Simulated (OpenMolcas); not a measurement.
# 4d2 along the 38-electron sequence

| Quantity | Value |
| --- | --- |
| Program | OpenMolcas 26.06 |
| Method | SS-CASPT2, IPEA 0.25 Eh, imaginary shift 0.1 Eh |
| Basis | ANO-R3 |
| Scalar Hamiltonian | X2C, finite nucleus |
| Spin-orbit coupling | RASSI with atomic mean-field integrals over the reference wave functions, term energies averaged over their components |

Active space for each ion: 2 electrons in 5 orbitals (4d); closed shells correlated by CASPT2: 4s 4p.

Computed levels in cm-1 above 3F2:

```json
{"Level": "3F3", "Zr2+": "693", "Nb3+": "1077", "Mo4+": "1495", "Tc5+": "2000", "Ru6+": "2640", "Rh7+": "3390"}
{"Level": "3F4", "Zr2+": "1499", "Nb3+": "2310", "Mo4+": "3190", "Tc5+": "4230", "Ru6+": "5500", "Rh7+": "6970"}
{"Level": "1D2", "Zr2+": "5250", "Nb3+": "7790", "Mo4+": "9920", "Tc5+": "11690", "Ru6+": "13390", "Rh7+": "15110"}
{"Level": "3P0", "Zr2+": "8590", "Nb3+": "10240", "Mo4+": "11850", "Tc5+": "13320", "Ru6+": "14760", "Rh7+": "16220"}
{"Level": "3P1", "Zr2+": "8860", "Nb3+": "10680", "Mo4+": "12470", "Tc5+": "14170", "Ru6+": "15910", "Rh7+": "17740"}
{"Level": "3P2", "Zr2+": "9360", "Nb3+": "11550", "Mo4+": "13800", "Tc5+": "16090", "Ru6+": "18550", "Rh7+": "21250"}
{"Level": "1G4", "Zr2+": "11050", "Nb3+": "13950", "Mo4+": "16730", "Tc5+": "19120", "Ru6+": "21750", "Rh7+": "24440"}
{"Level": "1S0", "Zr2+": "23520", "Nb3+": "31360", "Mo4+": "37830", "Tc5+": "43350", "Ru6+": "48780", "Rh7+": "54150"}
{"Level": "weight of 3F in the lowest level (%)", "Zr2+": "99", "Nb3+": "98", "Mo4+": "98", "Tc5+": "98", "Ru6+": "97", "Rh7+": "97"}
```

Mixed levels, with the weight of the term that names them: Rh7+ 1D2 (71 %), Rh7+ 3P2 (74 %).

Measured, with the error of the calculation in %. Measured levels: Zr2+ from Moore, Atomic Energy Levels, vol. II, NSRDS-NBS 35 (1971 reprint of NBS Circular 467, 1952); NIST levels as listed in Rynkun, Gaigalas and Jonsson, Astron. Astrophys. 637, A10 (2020); Mo4+ from Sugar and Musgrove, J. Phys. Chem. Ref. Data 17, 155 (1988).

```csv
Level,Zr2+,Mo4+
3F3,681 (+1.8),1578 (-5.3)
3F4,1486 (+0.8),3357 (-5.0)
1D2,5742 (-8.6),10190 (-2.7)
3P0,8062 (+6.6),11161 (+6.2)
3P1,8326 (+6.5),11807 (+5.6)
3P2,8838 (+5.9),13408 (+2.9)
1G4,11049 (0),16354 (+2.3)
1S0,23979 (-1.9),37738 (+0.2)
```

The fine-structure level 3F4 changes by a factor of 4.65 from Zr2+ to Rh7+. Its fourth root runs 6.22, 6.93, 7.52, 8.06, 8.61, 9.14, with steps per unit of Z of 0.71, 0.58, 0.55, 0.55, 0.53; equal steps would mean a (Z - σ)^4 law with constant σ.

1D2 changes by a factor of 2.88 over the same range, with steps per unit of Z of +2540, +2130, +1770, +1700, +1720 cm-1.

Term energies are means over components that CASPT2 splits; among the terms shown or strongly mixed into the levels shown the widest spread is 870 cm-1 (4d2 1G, Tc5+). Levels of configurations with an s electron are missing; early in the row they begin among the upper levels of the d shell and mix with terms of their name (holds for Zr2+). Measured partners are found by configuration, term and J. A level has none where our copy of the source lacks it or the pairing is in doubt (some pairs that miss far off the trend of their configuration count as doubtful), and it then counts in no deviation. Only configurations of the active space appear.
